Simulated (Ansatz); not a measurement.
Reading a saddle point

A first-order saddle point of GeSiH4F2, closed shell, PBE0-D4/def2-TZVP, with one imaginary mode of 430i cm⁻¹:

| atom | x (Å) | y (Å) | z (Å) |
| --- | --- | --- | --- |
| Si1 | -0.7742 | -0.8255 | 0.1840 |
| Ge2 | 0.7669 | 0.9868 | 0.3795 |
| H3 | 0.2972 | 0.0250 | -1.0309 |
| F4 | 0.4840 | 2.5289 | -0.3580 |
| F5 | 2.4744 | 0.7843 | 0.1667 |
| H6 | -1.3436 | -1.0565 | 1.5461 |
| H7 | -1.8871 | -0.4016 | -0.6948 |
| H8 | -0.0175 | -2.0414 | -0.1924 |

Program: Ansatz 0.2.0. Basis: def2-TZVPP and def2-QZVPP. Cores are frozen in the correlated methods. Filled d shells of the heavier atoms are correlated. The def2 sets are not built for correlating such inner shells, so the correlated values are less sure here. Extrapolation: Hartree–Fock as exp(−7.88 √X), correlation as X^−2.97.

(1) Which contacts change along the imaginary mode, and what lies on either side? (A judgement: the text doesn't fix the answer.)

(2) Which side is lower, and how far does the saddle lie above each? (To be estimated.)

T1 diagnostic: at most 0.015.

Answers

(1) The calculation gives: The step is GeSiH₄F₂ ([F][GeH]([F])[SiH3]) → GeF₂ + SiH₄, with the molecules in contact on both sides. Shortening one way: Si1–H3; lengthening the same way: Si1–Ge2, Ge2–H3.
| pair | one side (Å) | saddle (Å) | other side (Å) |
| --- | --- | --- | --- |
| Si1–H3 | 3.46 | 1.83 | 1.51 |
| Si1–Ge2 | 2.39 | 2.39 | 3.47 |
| Ge2–H3 | 1.54 | 1.77 | 2.34 |

(2) Computed: The side with Si1–Ge2, Ge2–H3 short is lower by 33.0 kJ/mol; the saddle lies 201.1 kJ/mol above it and 168.1 kJ/mol above the other (CCSD(T) at an estimated basis limit (MP2 extrapolated from triple and quadruple zeta, plus CCSD(T) − MP2 in triple zeta); electronic energies).

Losses and insertions of silylenes and their heavier kin drive the gas-phase chemistry of silicon and germanium vapour deposition.

Labels in which every atom is bracketed show which atoms are joined, not bond orders.

For scale, one of the runs: CCSD(T)/def2-TZVPP, 208 basis functions, launched by `ansatz run in.yaml --threads 4 --pin off --events-out ev --progress --plain --max-ram 9574MiB`. The run took 110 s on 4 CPU threads of an Arm Neoverse V1 (shared host), with 2.9 GiB of host memory at its peak.
